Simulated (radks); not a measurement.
Results of a calculation; reference values are marked as such.
Q: Ru IV, 41 electrons, occupied as [Kr] 4d5. Level of theory: scalar-relativistic Kohn-Sham, SCAN, spin-polarised, spherical densities, finite nucleus; open shells are filled with parallel spins first (spin-orbit coupling, left out, can overturn this in heavy ions); meta-GGA in the generalised Kohn-Sham scheme; Fermi nuclear charge, rms radius 4.4809 fm (a radial shooting solver on a logarithmic mesh with Libxc functionals). Some entries of the table are withheld. Estimate them.

orbital  occ.  eigenvalue (eV)  r(max) (bohr)
1s down     1        -22018.03        0.02172
1s up       1        -22018.02        0.02172
2s up       1        -3210.503         0.1228
2s down     1        -3209.553         0.1228
2p up       3        -2875.669        0.09829
2p down     3        -2874.926        0.09828
3s up       1        -600.1707         0.3609
3s down     1        -599.7872         0.3611
3p up       3        -489.1370         0.3545
3p down     3        -488.6412         0.3547
3d up       5              (1)         0.3016
3d down     5              (2)         0.3019
4s up       1        -115.2903            (3)
4s down     1        -110.3339            (4)
4p up       3              (5)         0.9835
4p down     3              (6)         0.9733
4d up       5         -39.3002          1.167

A: 
(1) 3d up eigenvalue (eV): -311.5382
(2) 3d down eigenvalue (eV): -310.6248
(3) 4s up r(max) (bohr): 0.9186
(4) 4s down r(max) (bohr): 0.9096
(5) 4p up eigenvalue (eV): -84.1960
(6) 4p down eigenvalue (eV): -78.8599
